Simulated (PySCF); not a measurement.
# Mo: interval between two levels

Mo [Kr] 4d5 5s1 [7S3, M_J = 3] → Mo [Kr] 4d6 [5D4, M_J = 4], as a difference of total energies. Calculation: PySCF 2.14, in x2c-TZVPall-2c (8s9p7d1f, 77 functions); the two-component X2C-1e Hamiltonian. Correlated levels: [Ar] 3d10 frozen; the 6 highest virtual spinors dropped. "Screened" scales the spin-orbit matrix elements by Boettger's factors to mimic the two-electron term; Breit and QED terms are absent.

| method | interval between two levels (cm⁻¹) |
| --- | --- |
| GHF (screened spin-orbit) | 28506 |
| GMP2 (screened spin-orbit) | 24773 |

The labels give the starting determinants; with spin-orbit coupling the two ends relaxed to ⟨J²⟩ = 12.00, ⟨L²⟩ = 0.01, ⟨S²⟩ = 12.00 and ⟨J²⟩ = 25.50, ⟨L²⟩ = 11.88, ⟨S²⟩ = 5.99.

The determinant of the upper state mixes levels of different J (the jj label is only the starting occupation), so the difference between spin-free and spin-orbit rows is not the physical spin-orbit shift.
